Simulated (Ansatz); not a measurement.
Two structures of GaSiH7O, singlet, reached by relaxing down either side of one saddle point (PBE0-D4/def2-TZVP). Energies are electronic, without zero-point energy. Program: Ansatz 0.2.0. Basis: def2-TZVPP and def2-QZVPP. Cores are frozen in the correlated methods. Filled d shells of the heavier atoms are correlated. The def2 sets are not built for correlating such inner shells, so the correlated values are less sure here. Extrapolation: Hartree–Fock as exp(−7.88 √X), correlation as X^−2.97. First:

```
10
angstrom
Ga -0.2649 -1.1698 -0.2603
Si 1.2773 0.6516 -0.6852
H -1.5415 -1.2862 -1.1850
H 0.1916 -2.4214 0.5710
H -0.9360 0.8513 1.3218
O -1.2948 -0.0445 1.3240
H 1.2616 1.1848 -2.0774
H 0.8408 1.8037 0.1831
H 2.7004 0.4010 -0.3211
H -2.2346 0.0296 1.1291
```

Second:

Ga1  (-0.864, -1.301, 0.302)
Si2  (1.376, 1.114, -0.466)
H3  (-1.064, -1.336, -1.253)
H4  (0.315, -1.903, 1.123)
H5  (0.095, 0.777, 0.234)
O6  (-2.212, -0.672, 1.306)
H7  (1.069, 2.116, -1.514)
H8  (2.311, 1.669, 0.541)
H9  (1.926, -0.123, -1.069)
H10  (-2.952, -0.340, 0.795)
(Å)

Q: Which bonds change from the first to the second?

A: GaSiH₅ ([SiH3][GaH2]) + H₂O → GaH₃O ([OH][GaH2]) + SiH₄; bonds formed: Si2–H5; dative contacts that become bonds: Ga1–O6; bonds broken: Ga1–Si2, H5–O6.

Q: Give the saddle point's structure and its height above each. (Judge from chemistry; the value comes from the calculation.)

A: The calculation gives: 1.354 eV above the first and 1.395 eV above the second (CCSD(T) at an estimated basis limit (MP2 extrapolated from triple and quadruple zeta, plus CCSD(T) − MP2 in triple zeta)).
Ga1  (-0.444, -1.283, 0.099)
Si2  (1.053, 0.917, -0.347)
H3  (-1.052, -1.635, -1.294)
H4  (0.420, -2.128, 1.076)
H5  (-0.524, 0.545, 0.501)
O6  (-1.570, -0.019, 1.079)
H7  (0.684, 1.962, -1.341)
H8  (1.928, 1.508, 0.699)
H9  (1.875, -0.099, -1.082)
H10  (-2.371, 0.232, 0.609)
(Å)

T1 diagnostic: at most 0.015. The end structure is not quite a true minimum (one mode of 56i cm⁻¹).

Labels in which every atom is bracketed show which atoms are joined, not bond orders.

For scale, one of the runs: CCSD(T)/def2-TZVPP, 219 basis functions, launched by `ansatz run in.yaml --threads 4 --pin off --events-out ev --progress --plain --max-ram 9574MiB`. The run took 89 s on 4 CPU threads of an Intel Xeon (shared host), with 3.2 GiB of host memory at its peak.
